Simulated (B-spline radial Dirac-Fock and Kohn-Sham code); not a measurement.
# Electron momentum distribution of Tl⁶⁹⁺: Compton profiles

System: Tl⁶⁹⁺, configuration 1s2 2s2 2p6 3s2.

Input file task.json (cfg lists n, l and occupation; rrms is the nuclear radius in fm):

```json
{"items": [{
  "Z": 81,
  "q": 69,
  "cfg": [[1, 0, 2], [2, 0, 2], [2, 1, 6], [3, 0, 2]],
  "A": 205,
  "rrms": 5.4759,
  "do": ["scatter"],
  "s": [0.0, 0.07, 0.09, 0.11, 0.13, 0.16, 0.19, 0.23, 0.28, 0.34, 0.4, 0.49, 0.59, 0.71, 0.86, 1.03, 1.25, 1.5, 1.81, 2.19, 2.64, 3.18, 3.84],
  "pz": [0, 0.1, 0.2, 0.3, 0.4, 0.5, 0.6, 0.8, 1.0, 1.2, 1.4, 1.6, 1.8, 2.0, 2.5, 3.0, 4.0, 5.0, 7.0, 10.0, 15.0, 20.0, 30.0, 40.0, 60.0, 100.0],
  "hv_scatter": [1000, 2000, 5000, 8047.8, 20000, 30000, 50000, 500000]
}]}
```

Command: `python xray_run.py task.json out`

Model: the impulse approximation on relativistic Hartree-Fock (Dirac-Fock) wave functions, averaged over the configuration. Program: an atomic code on a B-spline grid. pz is in atomic units of momentum; subshell profiles are per electron, for a selection of subshells; open shells are spread over both j values by their weights.

```csv
pz,J total,J 1s1/2,J 2s1/2,J 2p1/2,J 3s1/2
0,0.3029,0.00897,0.0312,0.0153,0.0615
0.5,0.3023,0.00897,0.0312,0.0153,0.0612
0.6,0.3020,0.00896,0.0312,0.0153,0.0611
0.8,0.3013,0.00896,0.0312,0.0153,0.0608
1,0.3003,0.00896,0.0311,0.0153,0.0603
1.2,0.2992,0.00896,0.0311,0.0153,0.0598
1.4,0.2979,0.00896,0.0310,0.0153,0.0592
1.6,0.2964,0.00896,0.0309,0.0153,0.0586
1.8,0.2947,0.00896,0.0308,0.0153,0.0578
2,0.2928,0.00895,0.0307,0.0153,0.0570
2.5,0.2874,0.00894,0.0305,0.0153,0.0546
3,0.2811,0.00894,0.0301,0.0153,0.0518
4,0.2664,0.00891,0.0293,0.0153,0.0453
5,0.2500,0.00888,0.0283,0.0152,0.0383
7,0.2170,0.00880,0.0257,0.0152,0.0247
10,0.1779,0.00863,0.0210,0.0149,0.0112
15,0.1418,0.00824,0.0131,0.0138,0.00583
20,0.1135,0.00774,0.00696,0.0119,0.00541
30,0.06140,0.00652,0.00164,0.00737,0.00170
40,0.03300,0.00524,0.000819,0.00391,0.000329
60,0.01243,0.00309,0.000718,0.00100,0.000196
100,0.002951,0.000986,0.000243,0.000101,7.15e-05
```

J(0) = 0.3029. The 3s1/2 subshell gives the largest part, 41 %.

Mean momentum ⟨p⟩ by subshell (a.u.): 1s1/2 88.8, 2s1/2 32.3, 2p1/2 42.1, 2p3/2 36.2, 3s1/2 18.1.

Values without a named source are computed, but for edge energies of neutral atoms, which are taken from tables.
